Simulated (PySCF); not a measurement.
# Stretching ZnSb

Set-up: basis Zn def2-SVPD, Sb def2-SVPD with ECP28; scalar-relativistic core potentials; PySCF 2.14. Energies in eV from Zn + Sb in their ground configurations at the same level. All curves are PBE0. state 1: ⁴Σ⁻ (quartet), unpaired electrons σ ↑, π ↑↑; state 2: Ms = 0.5 determinant of mixed spin (⟨S²⟩ near 1.8), unpaired electrons σ ↓, π ↑↑, a second solution, started from another occupation; state 3: ²Π (doublet), unpaired electrons π ↑, a second solution, started from another occupation; state 4: Ms = 0.5 determinant of mixed spin (⟨S²⟩ near 1.8), unpaired electrons σ ↑, π ↑↓, a mixture of terms (⟨Lz²⟩ = 2.0), a second solution, started from another occupation.

```tsv
R (Å)	state 1	state 2	state 3	state 4
2.393	-0.1374	0.0797	-0.0240	0.2851
2.505	-0.3405	-0.1064	-0.0437	0.0937
2.616	-0.4417	-0.1845	0.0197	0.0073
2.700	-0.4731	-0.1948	0.1004	-0.0112
2.783	-0.4788	-0.1766	0.1976	-0.0027
2.866	-0.4671	-0.1385	0.3038	0.0242
2.978	-0.4349	-0.0687	0.4499	0.0775
3.117	-0.3821	0.0329	0.6281	0.1568
3.284	-0.3155	0.1558	0.8232	0.2529
3.507	-0.2366	0.2984	1.0425	0.3640
```

Q: Put a parabola through the three lowest points of the state 1 curve and estimate Re, k and ωe (reduced mass 41.82 u; 1 eV/Å² = 0.16022 mdyn/Å; ωe = 1302.8·√(k/μ) cm⁻¹).

A: Through R = 2.7, 2.783, 2.866 Å the second-order coefficient is 1.26 eV/Å², so Re ≈ 2.769 Å, k ≈ 0.405 mdyn/Å and ωe ≈ 128 cm⁻¹. A polynomial fit of higher order to the unrounded PBE0 energies gives Re = 2.764 Å, k = 0.435 mdyn/Å, ωe = 133 cm⁻¹; anharmonicity and rounding make the difference.

The higher-order fit for each curve: state 1: Re = 2.764 Å, ωe = 133 cm⁻¹, De = 0.479 eV; state 2: Re = 2.683 Å, ωe = 168 cm⁻¹, minimum 0.195 eV below the ground-state fragments; state 3: Re = 2.469 Å, ωe = 225 cm⁻¹, minimum 0.049 eV below the ground-state fragments; state 4: Re = 2.710 Å, ωe = 154 cm⁻¹, minimum 0.011 eV below the ground-state fragments.

Spin–orbit coupling is left out, which matters for elements this heavy, above all for dissociation energies. The state is the lowest determinant that a PBE0 search found; another state may lie lower at other levels.
